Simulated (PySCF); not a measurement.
CBr3, SMILES Br[C](Br)Br, multiplicity 2.

Geometry: ωB97X-D3(BJ)/def2-SVP.

Level of theory: PySCF with ωB97X-D3(BJ)/def2-SVP.

Frequencies are harmonic and unscaled.

Modes within 1.5 cm⁻¹ of each other (mostly degenerate sets) share a row, with their intensities summed.

Task: List the normal modes with their intensities. (Estimate from the structure and the level; the computed values follow.)

Result: 
| mode | ν (cm⁻¹) | IR (km/mol) | moving atoms (share of kinetic energy) |
|---|---|---|---|
| 1–2 | 165 | 0.1 | Br 97 % |
| 3 | 185 | 2.6 | C 80 %, Br 20 % |
| 4 | 317 | 0.5 | Br 85 %, C 15 % |
| 5–6 | 860 | 228.2 | C 92 % |
